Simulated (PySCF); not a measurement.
CH₇BO₄Si₂, SMILES O=C(O)[SiH2][SiH2]B(O)O (GFN2-xTB optimised geometry):

```
15

O      2.378     0.923    -1.203
C      1.705     0.462    -0.317
O      1.124     1.255     0.609
Si     1.214    -1.360     0.000
Si    -1.114    -1.360     0.000
B     -1.844     0.479     0.000
O     -2.378     1.153     1.055
O     -1.755     1.150    -1.167
H      1.343     2.189     0.451
H      1.829    -1.652     1.304
H      1.951    -2.148    -0.989
H     -1.578    -2.189    -1.125
H     -1.543    -2.150     1.180
H     -2.438     0.701     1.894
H     -2.083     2.052    -1.152
```

Calculation: CAM-B3LYP/def2-TZVP (PySCF).

**Question.** What are the frontier orbital energies and the dipole moment?

**Answer.** HOMO-2 -10.57 eV, HOMO-1 -9.76 eV, HOMO -8.98 eV, LUMO 0.26 eV, LUMO+1 0.49 eV; dipole moment 3.35 D.

Meta-Löwdin charges at CAM-B3LYP/def2-TZVP: O1 -0.45, C2 0.33, O3 -0.48, Si4 0.37, Si5 0.23, B6 0.29, O7 -0.52, O8 -0.51, H9 0.35, H10 -0.08, H11 -0.07, H12 -0.07, H13 -0.09, H14 0.36, H15 0.35.
